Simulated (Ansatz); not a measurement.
A trace of molecular dynamics of CH5OSb (8 atoms, charge 0, multiplicity 1).

Level of theory: Ansatz, RKS B3LYP-D4/def2-SVP.

```json
{
 "ensemble": "NVE (velocity Verlet)",
 "starting velocities drawn for": "500 K",
 "seed": "535026"
}
```

| time (fs) | T (K) | potential energy less start (eV) | conserved less start (meV/atom) |
| --- | --- | --- | --- |
| 0.0 | 500 | 0.000 | 0.00 |
| 5.0 | 256 | 0.216 | 3.31 |
| 10.0 | 118 | 0.323 | 3.34 |
| 15.0 | 205 | 0.217 | -1.52 |
| 20.0 | 295 | 0.162 | 0.41 |
| 25.0 | 286 | 0.151 | -1.78 |
| 30.0 | 135 | 0.295 | 1.49 |
| 35.0 | 264 | 0.185 | 0.25 |
| 40.0 | 338 | 0.129 | 0.39 |
| 45.0 | 218 | 0.269 | 6.28 |
| 50.0 | 131 | 0.357 | 8.89 |
| 55.0 | 268 | 0.244 | 7.96 |
| 60.0 | 655 | 0.903 | 127.93 |
| 65.0 | 243 | 0.799 | 74.92 |
| 70.0 | 410 | 0.853 | 97.89 |
| 75.0 | 661 | 1.134 | 157.32 |
| 80.0 | 932 | 0.201 | 67.06 |
| 85.0 | 21647 | 5.220 | 2702.62 |
| 90.0 | 19167 | 6.695 | 2646.61 |
| 95.0 | 19405 | 6.481 | 2642.88 |
| 100.0 | 19484 | 6.418 | 2642.60 |

Question: Can this run be trusted? Judge the integration.

Answer: The conserved energy changed by up to 2700 meV per atom, so the integration failed: the time step of 2.5 fs is too long for the fastest motions that this run met, and the later frames carry no physical meaning.

Time of the run: 85 s on 1 thread of Arm Neoverse V2, on a shared host, peak memory 0.16 GiB.
